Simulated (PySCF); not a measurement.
# Al: excitation energy

Al [Ne] 3s2 3p1 (2P) → Al [Ne] 3s2 4s1 (2S), as a difference of total energies. Computed with PySCF 2.14 in dyall-acv3z (19s12p6d4f, 113 functions), with no relativity, point nucleus. Correlated levels: valence: [Ne] frozen; virtual orbitals above 40 to 60 times the deepest correlated orbital energy dropped. The calculations carry no spin-orbit coupling.

```
           method  excitation energy (eV)  error (eV)
              UHF                   2.989      -0.144
    MP2 (valence)                   3.075      -0.058
SCS-MP2 (valence)                   3.077      -0.056
   CCSD (valence)                   3.143      +0.010
CCSD(T) (valence)                   3.154      +0.021
```

Reference: 3.133 eV (measured; NIST levels, between the centres of gravity of the two terms).

Errors of the correlated levels include the incompleteness of this basis and the frozen core.
